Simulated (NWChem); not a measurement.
# isocyanic acid (CHNO); SMILES N=C=O

Computed with NWChem. Pople sets run with spherical d functions. Medium grid unless said otherwise, to which SCAN and Minnesota functionals are sensitive. All runs use the structure optimised with B3LYP/6-31G* (spherical d). B3LYP is NWChem's, with the RPA form of VWN correlation.

**Question.** Order these by “highest occupied level (eV)”, lowest first: RPBE/6-31G*; MN15-L/6-31G*; LC-BLYP (range parameter 0.33 per bohr)/6-31G*; B3LYP/6-31G*; PW6B95/6-31G*.

**Answer.** LC-BLYP (range parameter 0.33 per bohr)/6-31G* (-10.70), PW6B95/6-31G* (-8.61), B3LYP/6-31G* (-8.21), MN15-L/6-31G* (-7.61), RPBE/6-31G* (-6.91)
